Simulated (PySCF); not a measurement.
C₃H₉Ge (SMILES C[CH][CH2][GeH3]), doublet, geometry from GFN2-xTB. Base run: HF/STO-3G in PySCF.

PySCF was given this input:
```python
from pyscf import gto, scf

mol = gto.M(
    atom='''
C     2.341588    1.088337   -0.232543
C     1.813086   -0.212453    0.235146
C     0.571285   -0.283754    0.990091
Ge   -1.074531   -0.176960   -0.196416
H     3.391747    1.010313   -0.507028
H     2.229698    1.853583    0.536823
H     1.794974    1.444493   -1.117907
H     2.222002   -1.116305   -0.184952
H     0.485135   -1.220316    1.542918
H     0.477787    0.549384    1.690090
H    -1.128612   -1.309313   -1.176367
H    -1.069103    1.077905   -1.016006
H    -2.374402   -0.179787    0.561568
''',
    basis='sto-3g',
    charge=0,
    spin=1,
    verbose=4,
)

mf = scf.UHF(mol)
mf.kernel()
mo_i, mo_e, stable_i, stable_e = mf.stability(internal=True, external=True, return_status=True, nroots=6, tol=1e-6)
print('internally stable:', stable_i, ' externally stable:', stable_e)
if not stable_i:
    umf = mf.copy()
    umf.scf_summary = {}
    umf.kernel(umf.make_rdm1(mo_i, mf.mo_occ))
```

The bond that is stretched is that between atoms 7 and 1. A test that says stable can miss a lower solution.

The base run was repeated with changes; each row names its change, and settings that it needs were set with it.

| change | ΔE vs base (eV) | <S^2> | E after following the instability (Eh) | <S^2> there | stability test says |
|---|---|---|---|---|---|
| base | 0.00 | 0.767 | - | - | stable |
| bond × 1.25 | 1.17 | 0.781 | - | - | stable |
| bond × 1.5 | 2.83 | 1.047 | - | - | stable |
| bond × 1.8 | 3.67 | 1.333 | - | - | stable |
| bond × 2.2 | 5.02 | 0.752 | -2169.03106 | 1.45 | internal instability |
| bond × 3.0 | 4.98 | 0.750 | -2169.03767 | 1.46 | internal instability |

On stretching, the SCF can end on different states; <S^2> shows the spin contamination of each.
